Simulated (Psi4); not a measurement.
C2H3O (SMILES [CH-]1CO1), charge -1, singlet, at a GFN2-xTB geometry (a gas-phase anion, which may not be bound at this level), atoms displaced at random by about 0.02 Å a coordinate. Base run: HF/3-21G (Psi4).

Here is a job for Psi4.
```
memory 2 GB

molecule mol {
-1 1
  C     0.110042    0.862834   -0.424054
  O     0.020448    0.003085    0.795579
  C     0.036067   -0.647931   -0.417375
  H    -0.941007    1.274108   -0.604263
  H    -0.885099   -1.221770   -0.631850
  H     0.906874   -1.247691   -0.602846
}

set basis 3-21g
set reference rhf

optimize('scf')
print_variables()
```

Each row names what was changed in the base input (with any setting that the change needs).

| change | ΔE vs base (kJ/mol) | optimiser steps |
|---|---|---|
| base | 0.00 | 7 |
| intrafrag_hess = simple | 0.00 | 8 |
| g_convergence = gau | 0.00 | 7 |
| opt_coordinates = both | 0.00 | 7 |
| hess_update = bofill | 0.00 | 8 |
| opt_coordinates = cartesian | 0.00 | 12 |
| step_type = sd | 0.01 | 21 |

A gas-phase anion may not be bound at this level; its values then depend on the basis.
